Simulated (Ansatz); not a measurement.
```tsv
atom	x (Å)	y (Å)	z (Å)
C	1.3986	0.0093	0.0002
C	0.7030	1.2131	0.0066
C	-0.6987	1.2178	0.0020
C	-1.3908	-0.0086	-0.0029
C	-0.6955	-1.1984	-0.0015
C	0.7054	-1.2136	-0.0025
H	2.4974	0.0031	-0.0008
H	1.2412	2.1468	0.0056
H	-1.2478	2.1631	-0.0038
H	-2.4971	0.0006	0.0039
H	-1.2433	-2.1583	0.0093
H	1.2390	-2.1540	-0.0086
```

Basis set: 6-31G* (spherical functions). Frozen core: 6 orbitals. Charge 0, multiplicity 1.

Computed with Ansatz (development build ahead of 0.2.0); each method stands on the lowest determinant of its kind that the runs found. Restricted open shells among the atoms or ions are ROHF, correlated in semicanonical orbitals with singles.

The atomization energy at this shape (free ground-state atoms in the same class of orbitals less the molecule, no zero-point energy) of singlet C₆H₆:

```csv
method,atomization energy
RHF-MP2,1299.63 kcal/mol
```

What does RHF give?

1034.40 kcal/mol.
